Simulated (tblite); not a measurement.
Species: C₄H₁₁NOSi.
Cartesian coordinates in Å at the GFN2-xTB level; atoms count from 1:
```xyz
18
C4H11NOSi angstrom
C     -0.7909   -1.1203    1.2312
C     -0.2256   -0.2237    0.1365
C     -0.7398   -0.6807   -1.2323
C     -0.5851    1.1933    0.3645
N     -0.3049    2.0840   -0.4917
Si     1.7143   -0.2498    0.0939
O      2.1541    0.9516   -0.8875
H     -0.4376   -0.8088    2.2120
H     -0.4776   -2.1492    1.0711
H     -1.8812   -1.0943    1.2332
H     -0.3768   -0.0232   -2.0168
H     -1.8301   -0.6614   -1.2499
H     -0.4121   -1.6961   -1.4431
H     -1.0609    1.4178    1.3294
H     -0.5749    3.0312   -0.2402
H      2.1519   -1.5160   -0.4810
H      2.2221   -0.0371    1.4501
H      1.4465    1.5890   -1.0912
```

Level: GFN2-xTB in tblite, geometry and Hessian alike; calculated harmonic values, unscaled, isolated species. Errors from tens to a few hundred cm⁻¹ against measured bands are possible. Modes of hydrogen on silicon can be 10 to 20 % off. One conformer, not necessarily the lowest.

Harmonic wavenumbers (cm⁻¹): 83.8, 129.7, 177.4, 199.2, 220.9, 229.5, 254.9, 292.4, 327.1, 363.9, 501.9, 538.9, 558.6, 579.7, 621.5, 707.4, 755.1, 795.2, 892.7, 937.1, 944.2, 974.6, 991.1, 998.6, 1027.8, 1144.9, 1164.6, 1229.9, 1261.9, 1389.3, 1404.9, 1424.1, 1493.1, 1502.7, 1511.5, 1513.3, 1670.0, 2253.9, 2309.6, 2833.7, 2992.8, 2996.0, 3024.4, 3028.7, 3037.8, 3052.8, 3233.8, 3353.5.

A = 2548, B = 2038, C = 1543 MHz; mass 117.061 u (most abundant isotopes); point group C1, symmetry number 1.

Problem. Zero-point energy?

Solution. Half the sum of the wavenumbers: 31465 cm⁻¹ = 376.41 kJ/mol.

Problem. Entropy at 273.15 K, 1 bar (ideal gas, RRHO, classical rotation)?

Solution. Translation 166.43, rotation 116.42, vibration 94.27: S = 377.1 J/(mol K).

Problem. And Cp and H(273.15 K) − H(0)?

Solution. Cp = 148.77 J/(mol K), of which vibrations give 115.51 (their classical limit is 48 R = 399.1); H(273.15 K) − H(0) = 24.20 kJ/mol without the zero-point energy, 15.12 from vibrations.

Problem. How do the functions run with temperature in this model?

Solution. 
| T (K) | S (J/(mol K)) | Cp (J/(mol K)) | H − H(0) (kJ/mol) | G − H(0) (kJ/mol) | ln q(vib) |
| --- | --- | --- | --- | --- | --- |
| 50 | 230.9 | 45.2 | 1.83 | -9.71 | 0.13 |
| 100 | 270.7 | 72.8 | 4.79 | -22.28 | 0.80 |
| 298.15 | 390.6 | 158.8 | 28.05 | -88.41 | 5.29 |
| 373.15 | 429.4 | 187.3 | 41.05 | -119.17 | 7.14 |
| 500 | 490.1 | 228.3 | 67.51 | -177.55 | 10.27 |
| 750 | 594.5 | 286.2 | 132.35 | -313.51 | 16.22 |
| 1000 | 682.5 | 324.9 | 209.03 | -473.42 | 21.73 |

q(vib) and H(0) count from the zero-point level.

Problem. Blend soft modes into free rotors: weight 1/[1 + (100 cm⁻¹/ν̃)⁴] for the oscillator and the rest for a rotor with moment μB/(μ + B), μ = h/(8π²ν), B = 10⁻⁴⁴ kg m². What vibrational entropy results?

Solution. 92.24 J/(mol K) in place of 94.27, which changes −T·S at 273.15 K by +0.55 kJ/mol.

Problem. What must be added to the electronic energy to get the Gibbs energy at 273.15 K and 1 bar?

Solution. ZPE + [H(273.15 K) − H(0)] − T·S = 376.41 + 24.20 − 103.01 = 297.60 kJ/mol.

Problem. Which modes carry the vibrational entropy at 273.15 K?

Solution. 83.8 cm⁻¹: 15.18; 129.7 cm⁻¹: 11.64; 177.4 cm⁻¹: 9.17; 199.2 cm⁻¹: 8.29; 220.9 cm⁻¹: 7.51; 229.5 cm⁻¹: 7.23 J/(mol K); the other 42 give 35.26 together.

Hindered rotation and anharmonicity are outside this model. Other conformers, if any are populated, would add a mixing term that is left out. The structure is chiral; the term R ln 2 for an equal mix with its mirror image is left out.
